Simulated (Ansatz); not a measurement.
`FB1CO1` + `F[CH2][InH2]` → `[InH2][B]1CO1` + difluoromethane  (formal exchange of groups at a B–F bond)

Program: Ansatz. Geometries: PBE0-D4/def2-TZVP. ΔE: electronic, gas phase. CCSD(T)/CBS adds triple-zeta CCSD(T) − MP2 to the extrapolated MP2 energy (def2 sets, frozen cores). This one scheme is used for every species. Functionals use def2-TZVPP. B3LYP here is the variant with VWN-RPA as its local correlation; programs differ in this. Elements past krypton have def2 core potentials. For In outer-core shells are correlated without core-valence functions, which leaves a few kJ/mol of doubt a bond.

| level | ΔE (eV) |
| --- | --- |
| PBE-QIDH | 1.20 |
| B3LYP | 1.29 |

Question: What does CCSD(T)/CBS give? (Best estimate.)

Answer: Ansatz gave: +1.25 eV. The listed levels differ from it by -0.05, 0.04 eV.

Largest T1 diagnostic among the species: 0.016.

At CCSD(T), def2-SVP lies −0.06 eV from the extrapolated value and def2-TZVPP −0.05 eV. Leaving LDA and LC-ωPBE aside and taking each functional with its dispersion term where it has one, the values, not all of them listed here, spread over 0.13 eV, from PBE0-D4 to B97M-V.
